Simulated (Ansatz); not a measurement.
Born–Oppenheimer molecular dynamics of AlH$_{7}$O$_{2}$SSi (12 atoms, charge 0, multiplicity 1). It starts at the highest image of a converged band, a first-order saddle point between two minima.

These are results of RKS r2SCANh-D4/def2-SVP in Ansatz 0.2.0, not measurements.

- ensemble: NVE (velocity Verlet)
- time step: 0.5 fs
- steps asked: 200
- starting velocities drawn for: 300 K
- seed: 8270

First frame:

```xyz
12
Properties=species:S:1:pos:R:3
Al 0.039 0.129 0.337
O 0.241 -0.070 2.125
H -0.191 -0.726 2.682
H 1.361 0.088 -0.514
O -1.417 -0.557 -0.228
Si -2.769 -1.197 -0.895
H -3.194 -2.414 -0.141
H -3.892 -0.213 -0.858
H -2.535 -1.588 -2.316
S -0.408 2.410 1.124
H 0.891 2.779 1.099
H -0.147 1.273 2.115
```

**Question.** What does the run give?

**Answer.** All steps were run.

```json
{"steps done": "200", "time covered": "100 fs", "mean temperature over the second half": "406 K", "spread of the potential energy over the second half": "10.1 meV per atom", "mean potential energy of the second half above the start": "-11.5 meV per atom"}
```

The conserved energy stayed within 0.6 meV per atom of its start (net change -0.31 meV per atom), so the integration is sound. The kinetic energy rose, since the run started high on the potential surface and went downhill. A run of 0.1 ps of so small a system gives no equilibrium averages. The orbitals stay closed-shell, which can raise the energy where a bond breaks towards radicals; this wasn't checked here.

**Question.** What happens to the structure?

**Answer.** Between its relaxed ends the band would form O2–H12 and break S10–H12. These pairs go: O2–H12 1.40 → 1.00 Å, S10–H12 1.53 → 3.44 Å. In the last frame they stand as after the step (other bonds may differ from the relaxed reactants and products). It ends as one piece, AlH7O2SSi. Pairs count as bonded within 1.25 times the sum of covalent radii (0.12 Å more for H–H). The details hang on the random start.

**Question.** How do temperature and energy run in time?

**Answer.** 
```
time (fs)  T (K)  potential energy less start (eV)  conserved less start (meV/atom)
        0    300                             0.000                             0.00
        5    186                             0.148                             0.09
       10    147                             0.200                             0.10
       15    211                             0.115                             0.07
       20    259                             0.053                            -0.05
       25    385                            -0.110                            -0.07
       30    423                            -0.159                            -0.02
       35    527                            -0.299                            -0.43
       40    427                            -0.163                             0.03
       45    543                            -0.319                            -0.42
       50    473                            -0.226                            -0.15
       55    478                            -0.234                            -0.31
       60    576                            -0.362                            -0.50
       65    433                            -0.173                            -0.04
       70    419                            -0.157                            -0.32
       75    316                            -0.019                             0.18
       80    306                            -0.001                             0.53
       85    343                            -0.053                             0.21
       90    468                            -0.221                            -0.39
       95    392                            -0.120                            -0.10
      100    388                            -0.118                            -0.31
```

The run took 10 min on 4 threads of Arm Neoverse V2 (shared host), peak memory 0.3 GiB.
